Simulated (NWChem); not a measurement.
# AlSiH5O; SMILES [SiH3][AlH][OH]

```xyz
8

Al    -0.4497    -0.7186     0.0017
H     -1.9362    -1.2909     0.0379
O      0.8567    -1.8179    -0.0184
H      0.7902    -2.7746    -0.0075
Si     0.1784     1.6459    -0.0108
H      0.7073     2.0642     1.3287
H     -0.9925     2.5281    -0.3214
H      1.2462     1.9292    -1.0223
```
Atoms are numbered in this order, from 1.

Coordinates come from a PBE0/def2-SVP optimisation.

 Unshifted, non-relativistic core excitations; the lowest 4 roots alone, so stronger bands may lie above.

Problem. List the first Si K-edge excitations from BHandHLYP/def2-TZVP, restricted-window TDA (NWChem).

Solution. 
```tsv
state	energy (eV)	dipole oscillator strength	leading excitation (squared amplitude)
S1	1822.3	0.0014	1s of atom 5 or its equivalents → LUMO (0.82)
S2	1823.1	0.0030	1s of atom 5 or its equivalents → LUMO+1 (0.41)
S3	1823.6	0.0015	1s of atom 5 or its equivalents → LUMO+2 (0.64)
S4	1824.3	0.0031	1s of atom 5 or its equivalents → LUMO+5 (0.75)
```
